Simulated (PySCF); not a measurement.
hydrogen selenide (H2Se), SMILES [SeH2]. Atoms are numbered in the order given.

```xyz
3

Se     0.0000     0.0000     0.0566
H      0.0000    -1.0493    -0.9621
H      0.0000     1.0493    -0.9621
```

Coordinates come from a ωB97X-D3(BJ)/def2-TZVPD optimisation.

Two levels are set side by side: PBE/pcSseg-2 (PySCF) and B3LYP/pcSseg-2 (PySCF). GIAO shifts against Me2Se (⁷⁷Se), TMS (¹H) at the same level; non-relativistic, no solvent, atoms listed together averaged. Differences are taken from unrounded values.

```
quantity                B3LYP
---------------------  ------
δ(⁷⁷Se) of Se1 (ppm)   -422.9
δ(¹H) of H2, H3 (ppm)    1.21
```

Question: What does PBE give, and how far is it from B3LYP? (An estimate is asked for; the answer gives what the named calculation found.)

Answer: 
```csv
quantity,PBE,PBE minus B3LYP
δ(⁷⁷Se) of Se1 (ppm),-451.2,-28.3
"δ(¹H) of H2, H3 (ppm)",1.09,-0.12
```

Rough cost on one machine, each run with all the roots and properties that it gave: B3LYP against PBE within a factor of 2.
